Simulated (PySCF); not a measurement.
## Energy of Ca (calcium, neutral) between two integer charges

The 4s beta orbital of [Ar] 4s2 is emptied in steps (occupation f), with all orbitals relaxed, ending at [Ar] 4s1. All numbers are calculated (PySCF 2.14, the non-relativistic Hamiltonian (point nucleus), in def2-TZVP (6s5p3d, 36 functions)). The exact energy is a straight line in f; departures are measured from the line between the end points of the same method.

```json
{"f": "1", "UHF (eV)": "0.000", "LDA (eV)": "0.000", "PBE (eV)": "0.000", "PBE0 (eV)": "0.000", "r2SCAN (eV)": "0.000", "LC-wPBE (eV)": "0.000", "BHandHLYP (eV)": "0.000", "B3LYP (eV)": "0.000", "r2SCAN0 (eV)": "0.000"}
{"f": "0.9", "UHF (eV)": "0.017", "LDA (eV)": "-0.214", "PBE (eV)": "-0.210", "PBE0 (eV)": "-0.152", "r2SCAN (eV)": "-0.177", "LC-wPBE (eV)": "0.010", "BHandHLYP (eV)": "-0.112", "B3LYP (eV)": "-0.177", "r2SCAN0 (eV)": "-0.133"}
{"f": "0.7", "UHF (eV)": "0.038", "LDA (eV)": "-0.501", "PBE (eV)": "-0.493", "PBE0 (eV)": "-0.355", "r2SCAN (eV)": "-0.405", "LC-wPBE (eV)": "0.022", "BHandHLYP (eV)": "-0.266", "B3LYP (eV)": "-0.416", "r2SCAN0 (eV)": "-0.305"}
{"f": "0.5", "UHF (eV)": "0.042", "LDA (eV)": "-0.598", "PBE (eV)": "-0.591", "PBE0 (eV)": "-0.424", "r2SCAN (eV)": "-0.470", "LC-wPBE (eV)": "0.022", "BHandHLYP (eV)": "-0.322", "B3LYP (eV)": "-0.499", "r2SCAN0 (eV)": "-0.356"}
{"f": "0.3", "UHF (eV)": "0.033", "LDA (eV)": "-0.503", "PBE (eV)": "-0.499", "PBE0 (eV)": "-0.356", "r2SCAN (eV)": "-0.382", "LC-wPBE (eV)": "0.015", "BHandHLYP (eV)": "-0.276", "B3LYP (eV)": "-0.423", "r2SCAN0 (eV)": "-0.293"}
{"f": "0.1", "UHF (eV)": "0.013", "LDA (eV)": "-0.216", "PBE (eV)": "-0.210", "PBE0 (eV)": "-0.149", "r2SCAN (eV)": "-0.160", "LC-wPBE (eV)": "0.006", "BHandHLYP (eV)": "-0.121", "B3LYP (eV)": "-0.182", "r2SCAN0 (eV)": "-0.128"}
{"f": "0", "UHF (eV)": "0.000", "LDA (eV)": "0.000", "PBE (eV)": "0.000", "PBE0 (eV)": "0.000", "r2SCAN (eV)": "0.000", "LC-wPBE (eV)": "0.000", "BHandHLYP (eV)": "0.000", "B3LYP (eV)": "0.000", "r2SCAN0 (eV)": "0.000"}
```

| method | E(f=0) − E(f=1) (eV) | −ε at f=1 (eV) | −ε at f=0.5 (eV) |
| --- | --- | --- | --- |
| UHF | 5.119 | 5.320 | 5.105 |
| LDA | 6.216 | 3.846 | 6.211 |
| PBE | 6.076 | 3.750 | 6.058 |
| PBE0 | 5.998 | 4.315 | 5.994 |
| r2SCAN | 5.805 | 3.822 | 5.875 |
| LC-wPBE | 5.832 | 5.951 | 5.812 |
| BHandHLYP | 5.962 | 4.726 | 5.930 |
| B3LYP | 6.146 | 4.192 | 6.125 |
| r2SCAN0 | 5.833 | 4.348 | 5.871 |

Orbital energy along the path (eV):

| f | UHF | LDA | PBE | PBE0 | r2SCAN | LC-wPBE | BHandHLYP | B3LYP | r2SCAN0 |
| --- | --- | --- | --- | --- | --- | --- | --- | --- | --- |
| 1 | -5.320 | -3.846 | -3.750 | -4.315 | -3.822 | -5.951 | -4.726 | -4.192 | -4.348 |
| 0.9 | -5.267 | -4.310 | -4.202 | -4.646 | -4.245 | -5.918 | -4.957 | -4.568 | -4.662 |
| 0.7 | -5.177 | -5.253 | -5.120 | -5.316 | -5.080 | -5.859 | -5.433 | -5.336 | -5.279 |
| 0.5 | -5.105 | -6.211 | -6.058 | -5.994 | -5.875 | -5.812 | -5.930 | -6.125 | -5.871 |
| 0.3 | -5.045 | -7.172 | -7.022 | -6.684 | -6.596 | -5.786 | -6.458 | -6.937 | -6.411 |
| 0.1 | -4.997 | -8.132 | -8.013 | -7.383 | -7.238 | -5.788 | -7.029 | -7.768 | -6.928 |
| 0 | -4.975 | -8.583 | -8.085 | -7.360 | -7.335 | -5.725 | -7.274 | -8.098 | -7.148 |

Reference removal energy between the ground levels: 6.113 eV (measured; NIST Atomic Spectra Database, ionization energies). UHF lacks correlation.
